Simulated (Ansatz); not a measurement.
The first iterations of a band of BCl2H2N + H2O (9 atoms, charge 0, multiplicity 1).

All numbers below come from RKS PBE-D4/def2-SVP (Ansatz 0.2.0).

- movable images: 5
- climbing image: yes
- spring: 5.0 eV/Å²
- optimiser: quadratic models (default)
- start path: through a guess of the saddle point
- force threshold: 0.03 eV/Å
- iteration limit: 60
- end points: relaxed

First end point:

```xyz
9
Properties=species:S:1:pos:R:3
B 0.068 -0.301 0.265
N 0.073 -0.343 1.671
H -0.745 -0.623 2.211
H 0.937 -0.259 2.208
Cl 1.561 -0.045 -0.639
Cl -1.463 -0.599 -0.597
O -0.684 2.507 0.625
H -1.448 2.142 0.140
H -0.559 1.837 1.325
```

Last end point:

```xyz
9
Properties=species:S:1:pos:R:3
B -0.317 0.529 0.237
N 0.014 0.137 1.786
H -0.864 0.000 2.309
H 0.560 -0.735 1.814
Cl 1.369 0.609 -0.576
Cl -1.303 -0.933 -0.396
O -1.012 1.745 0.342
H -1.268 2.073 -0.536
H 0.563 0.890 2.229
```

| iteration | highest image above the first end (eV) | largest band force component (eV/Å) |
| --- | --- | --- |
| 1 | 3.183 | 12.367 |
| 2 | 1.469 | 2.841 |
| 3 | 0.685 | 2.238 |
| 4 | 0.580 | 2.356 |
| 5 | 0.381 | 1.039 |

Q: Does the band converge within its limit, and where does its top end?

A: The run converged. It ended after 16 iterations with the highest image 0.221 eV above the first end. A vibrational analysis at the climbing image gives one clearly imaginary mode, 937i cm⁻¹: a first-order saddle point. The orbitals stay closed-shell, which can raise the energy where a bond breaks towards radicals; this wasn't checked here.

The run took 2.4 min on 2 threads of Arm Neoverse V1, on a shared host, peak memory 0.14 GiB.
